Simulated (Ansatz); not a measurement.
Total energies of Cd₇Te₇ from Ansatz at PBE0-D4/def2-TZVP, gas phase (1 Eh = 27.2114 eV = 2625.5 kJ/mol). The reference geometry is relaxed at PBE-D4/def2-SVP.

```csv
atom,x (Å),y (Å),z (Å)
Te1,-2.9053,-1.5071,-2.2892
Te2,4.4286,-0.3999,1.1715
Te3,0.8622,-3.1614,-0.5472
Te4,1.1934,1.5121,-2.5059
Te5,-2.7871,3.2606,-0.6446
Te6,-0.0691,0.7110,2.3781
Te7,-2.6927,-0.8452,2.1726
Cd8,3.1973,0.5467,-1.0068
Cd9,-0.1639,-0.9388,-2.1049
Cd10,-3.2180,0.5801,-0.3462
Cd11,1.6787,-1.2380,1.2554
Cd12,2.6541,1.8601,2.4323
Cd13,-1.8065,-2.5321,0.1543
Cd14,-0.3716,2.1520,-0.1194
```

| state | geometry | energy (Eh) |
| --- | --- | --- |
| charge 0 singlet | reference | -3051.27970 |
| charge 1 doublet | reference | -3051.03400 |
| charge -1 doublet | reference | -3051.36237 |
| charge -1 doublet | relaxed at PBE-D4/def2-SVP | -3051.38155 |
| free Te atom (triplet) | – | -267.99464 |
| free Cd atom (singlet) | – | -167.77479 |

In the def2 sets Cd, Te take a core potential; there is no spin–orbit coupling. Single mean-field runs in def2-TZVP are fitted with def2-universal-jkfit.

Work out the vertical ionisation energy to the doublet.

E(charge 1 doublet) − E(charge 0 singlet) = -3051.03400 − (-3051.27970) = 0.24570 Eh = 6.69 eV. For comparison, −ε of the highest occupied level is 5.52 eV at this level, 1.17 eV less.

Work out the vertical electron affinity, to the doublet.

E(charge 0 singlet) − E(charge -1 doublet) = -3051.27970 − (-3051.36237) = 0.08267 Eh = 2.25 eV. The basis lacks diffuse functions, which makes affinities too small.

Give the fundamental gap IE − EA, the Mulliken electronegativity (IE + EA)/2 and the hardness (IE − EA)/2.

From the values in Eh: IE − EA = 0.24570 − 0.08267 = 0.16303 Eh = 4.44 eV; (IE + EA)/2 = 4.47 eV; (IE − EA)/2 = 2.22 eV. The HOMO–LUMO gap of the same run is 2.29 eV, 2.15 eV smaller than the fundamental gap.

How much does the charge -1 doublet relax, and what is the adiabatic electron affinity?

Relaxation: -3051.36237 − (-3051.38155) = 0.01918 Eh = 0.52 eV. Adiabatic electron affinity: 0.10185 Eh = 2.77 eV, without zero-point energy. Bonds change on the way (1 lost, 0 formed), so the relaxed form is another species. 

What is the binding energy per atom against free atoms?

Atoms: 7 × (-267.99464) + 7 × (-167.77479) = -3050.38601 Eh. Binding: -3050.38601 − (-3051.27970) = 0.89369 Eh = 24.32 eV, or 1.74 eV for each of 14 atoms (no zero-point energy, no counterpoise term).

The restricted singlet is unstable towards broken spin symmetry in Hartree–Fock (as tested in another run); at PBE0-D4/def2-TZVP this wasn't settled.
